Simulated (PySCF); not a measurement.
From one molecule to another.

First species: thioacetamide, C2H5NS.
Structure used (PBE0-D3(BJ)/def2-SVP), in Å, numbered top down from 1:
```xyz
9
C2H5NS angstrom
C     -0.7013    0.3668   -0.7671
C     -0.1368   -0.1187    0.5402
N      1.1741   -0.4042    0.5287
S     -1.0680   -0.2892    1.8916
H     -1.1520    1.3582   -0.6203
H      0.0492    0.4282   -1.5704
H     -1.5105   -0.3064   -1.0829
H      1.6056   -0.7362    1.3826
H      1.7397   -0.2985   -0.3026
```

Second species: C6H9FNO (charge +1).
SMILES: `C=C(F)CC#[N+]COC`

Levels: B3LYP/def2-SVPD for HOMO energy, LUMO energy, HOMO–LUMO gap, static isotropic polarisability and electronic spatial extent ⟨r²⟩ about the centre of nuclear charge; TDDFT B3LYP/def2-SVPD for lowest singlet excitation; PBE0-D3(BJ)/def2-SVP for rotational constant A and rotational constant C. Geometries: PBE0-D3(BJ)/def2-SVP. Each structure is a single optimised conformer of the isolated species, non-relativistic unless stated. Electronic properties by PySCF.

The conformers computed, where there is a choice (atom-mapped SMILES and torsion angles):
- `[CH3:1][C:2]([NH2:3])=[S:4]`: H–N3–C2–C1 180°, H–N3–C2–C1 0°
- `[CH2:1]=[C:2]([F:3])[CH2:4][C:5]#[N+:6][CH2:7][O:8][CH3:9]`: C1–C2–C4–C5 -129°, N6–C7–O8–C9 -77°

Q: Which of the two has the higher ⟨r²⟩, and by how much?

A: The second: 1574 bohr² against 387 bohr², a difference of 1187 bohr².

Q: Which has the higher HOMO energy?

A: The first: -5.88 eV against -11.75 eV, a difference of 5.87 eV.

Q: Which has the higher rotational constant C?

A: The first: 3.374 GHz against 0.714 GHz, a difference of 2.660 GHz.

Q: Which has the higher LUMO energy?

A: The first: -1.19 eV against -6.39 eV, a difference of 5.20 eV.

Q: Which of the two has the higher rotational constant A, and by how much?

A: The first: 9.641 GHz against 2.876 GHz, a difference of 6.765 GHz.

Q: Which has the higher S1 energy?

A: The second: 4.50 eV against 3.35 eV, a difference of 1.15 eV.

Q: Which of the two has the higher static isotropic polarisability, and by how much?

A: The second: 81.8 au against 59.6 au, a difference of 22.2 au.

Q: Which has the higher HOMO–LUMO gap?

A: The second: 5.36 eV against 4.69 eV, a difference of 0.67 eV.

On the first: The 10 singlets span 3.35 to 6.96 eV, and their oscillator strengths add up to 0.35. S1 lies 1.34 eV below the HOMO–LUMO gap; its leading configuration is HOMO→LUMO, weight 1.00.

On the second: No computed singlet falls in the visible range (750 to 380 nm, 1.65 to 3.26 eV); S1 lies 1.24 eV above its blue end. The polarisability is 12.13 Å³ as a volume (1 au = 0.148185 Å³), or 1.20 au for each of the 68 electrons.
